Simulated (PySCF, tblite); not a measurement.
C4H2F3NOS.
SMILES with atom numbers: `[F:1][C:2]([F:3])([F:4])[O:5][c:6]1[cH:7][cH:8][s:9][n:10]1` (hydrogens: H11 on C7; H12 on C8)

Computed with GFN2-xTB (tblite), gas phase: nudged elastic band of 9 images (0 to 8), spring 0.2 eV/Å², climbing image at the end, force threshold 0.05 eV/Å. The top image wasn't refined or checked by frequencies; at this threshold it can lie a kcal/mol or more above the true saddle point of the method.

Path: rotation about C2–O5 (CF3 carbon, aryl ether oxygen), followed by the dihedral F1–C2–O5–C6.

Image 0 (start, dihedral 180°):
```
atom  x, y, z in Å
F1      3.188   -0.628    0.593
C2      2.130   -0.266   -0.127
F3      2.377    0.962   -0.590
F4      2.085   -1.075   -1.188
O5      1.054   -0.341    0.654
C6     -0.162   -0.006    0.100
C7     -1.349   -0.067    0.864
C8     -2.394    0.315    0.077
S9     -1.829    0.704   -1.492
N10    -0.276    0.380   -1.139
H11    -1.389   -0.367    1.892
H12    -3.432    0.388    0.329
```

Image 8 (end, 0.000 eV, dihedral -61°):
```
atom  x, y, z in Å
F1      2.179   -1.368   -0.490
C2      2.144   -0.081   -0.138
F3      3.251    0.161    0.559
F4      2.230    0.629   -1.264
O5      1.099    0.240    0.624
C6     -0.158    0.052    0.094
C7     -1.315    0.337    0.853
C8     -2.413    0.062    0.093
S9     -1.927   -0.506   -1.449
N10    -0.340   -0.391   -1.117
H11    -1.302    0.707    1.858
H12    -3.447    0.158    0.351
```

Q: What do the inner images look like?

A: 
Image 1: +0.022 eV, dihedral -168°
```
atom  x, y, z in Å
F1      3.141   -0.826    0.541
C2      2.140   -0.251   -0.123
F3      2.531    0.996   -0.410
F4      2.030   -0.893   -1.284
O5      1.055   -0.296    0.648
C6     -0.166    0.014    0.092
C7     -1.343   -0.011    0.875
C8     -2.407    0.279    0.074
S9     -1.869    0.566   -1.527
N10    -0.304    0.310   -1.169
H11    -1.365   -0.223    1.925
H12    -3.445    0.333    0.331
```

Image 2: +0.073 eV, dihedral -155°
```
atom  x, y, z in Å
F1      3.061   -1.006    0.491
C2      2.161   -0.232   -0.118
F3      2.710    0.987   -0.214
F4      2.039   -0.691   -1.358
O5      1.052   -0.235    0.619
C6     -0.179    0.028    0.061
C7     -1.337    0.041    0.874
C8     -2.427    0.247    0.083
S9     -1.934    0.424   -1.549
N10    -0.355    0.227   -1.214
H11    -1.331   -0.087    1.938
H12    -3.459    0.297    0.361
```

Image 3: +0.123 eV, dihedral -139°
```
atom  x, y, z in Å
F1      2.954   -1.166    0.403
C2      2.178   -0.207   -0.114
F3      2.878    0.933   -0.014
F4      2.063   -0.467   -1.408
O5      1.052   -0.147    0.594
C6     -0.191    0.033    0.033
C7     -1.332    0.089    0.870
C8     -2.443    0.217    0.091
S9     -1.989    0.271   -1.560
N10    -0.400    0.125   -1.249
H11    -1.301    0.042    1.940
H12    -3.469    0.276    0.390
```

Image 4 (top): +0.144 eV, dihedral -121°
```
atom  x, y, z in Å
F1      2.819   -1.294    0.270
C2      2.186   -0.176   -0.114
F3      3.021    0.834    0.168
F4      2.088   -0.231   -1.433
O5      1.058   -0.036    0.581
C6     -0.196    0.032    0.021
C7     -1.328    0.134    0.867
C8     -2.450    0.186    0.096
S9     -2.018    0.111   -1.561
N10    -0.424    0.011   -1.261
H11    -1.283    0.163    1.937
H12    -3.472    0.265    0.403
```

Image 5: +0.121 eV, dihedral -102°
```
atom  x, y, z in Å
F1      2.659   -1.381    0.097
C2      2.183   -0.145   -0.118
F3      3.126    0.697    0.316
F4      2.111    0.009   -1.432
O5      1.069    0.072    0.580
C6     -0.191    0.029    0.030
C7     -1.324    0.180    0.867
C8     -2.446    0.156    0.096
S9     -2.016   -0.053   -1.549
N10    -0.420   -0.107   -1.244
H11    -1.280    0.288    1.933
H12    -3.469    0.255    0.396
```

Image 6: +0.071 eV, dihedral -86°
```
atom  x, y, z in Å
F1      2.486   -1.421   -0.102
C2      2.170   -0.118   -0.124
F3      3.197    0.532    0.423
F4      2.128    0.241   -1.402
O5      1.082    0.152    0.596
C6     -0.179    0.032    0.057
C7     -1.320    0.231    0.869
C8     -2.435    0.125    0.092
S9     -1.986   -0.215   -1.525
N10    -0.393   -0.219   -1.203
H11    -1.289    0.422    1.923
H12    -3.462    0.236    0.372
```

Image 7: +0.022 eV, dihedral -72°
```
atom  x, y, z in Å
F1      2.314   -1.414   -0.303
C2      2.151   -0.097   -0.132
F3      3.241    0.349    0.487
F4      2.149    0.451   -1.346
O5      1.095    0.205    0.622
C6     -0.164    0.040    0.088
C7     -1.317    0.284    0.868
C8     -2.419    0.094    0.087
S9     -1.942   -0.366   -1.492
N10    -0.354   -0.314   -1.151
H11    -1.303    0.563    1.902
H12    -3.452    0.204    0.344
```

The largest changes of bonds and angles from start to top: C2–F4 1.335 → 1.323 Å, F1–C2 1.330 → 1.341 Å, C2–F3 1.335 → 1.340 Å, C6–C7 1.413 → 1.417 Å, C2–O5–C6 117.6 → 124.4°, F3–C2–O5 113.9 → 109.8°, F4–C2–O5 113.8 → 117.5°. GFN2-xTB torsional profiles can miss by a kcal/mol or more and can put conformers in the wrong order.

Q: What do single points at PBE0/pcSseg-1 (PySCF, no dispersion term) give on some images?

A: 
| image | GFN2-xTB E (eV) | DFT E (eV) | HOMO (eV) | LUMO (eV) | dipole (D) |
| --- | --- | --- | --- | --- | --- |
| 0 | 0.000 | 0.000 | -7.85 | -1.38 | 4.11 |
| 2 | 0.073 | 0.103 | -7.83 | -1.37 | 4.10 |
| 4 | 0.144 | 0.202 | -7.80 | -1.36 | 4.07 |
| 6 | 0.071 | 0.101 | -7.83 | -1.38 | 4.10 |
| 8 | 0.000 | 0.000 | -7.85 | -1.38 | 4.11 |

Energies count from image 0 at each level. At the GFN2-xTB top the DFT energy is 4.7 kcal/mol against 3.3; the geometries weren't optimised at the DFT level.

What follows is the cost of the whole band run. On AMD EPYC 9R14, one thread, on a shared host, this took 2.6 s of wall time and 0.19 GiB of memory at its peak.
